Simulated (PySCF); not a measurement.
C₄H₃BrClF, SMILES C=C=C(Cl)[C@H](F)Br.

Geometry optimised at B3LYP-D3(BJ)/def2-SVP. The structure was generated by enumeration; whether it is a known compound was not checked. Other conformers were not sampled.

Method: PBE/def2-TZVP in PySCF.

Isolated molecule, no solvent.

```yaml
total_energy: -3287.61030 hartree
highest_occupied_level: -6.53 eV
lowest_empty_level: -2.36 eV
orbital_gap: 4.16 eV
dipole_moment: 2.04 D
quadrupole, principal values (traceless, Buckingham form, about the centre of nuclear charge): -9.13, -0.44, 9.57 D·Å
mean_static_polarisability: 87.8 bohr³ (13.01 Å³)
polarisability_principal_values: 62.0, 76.7, 124.7 bohr³
```
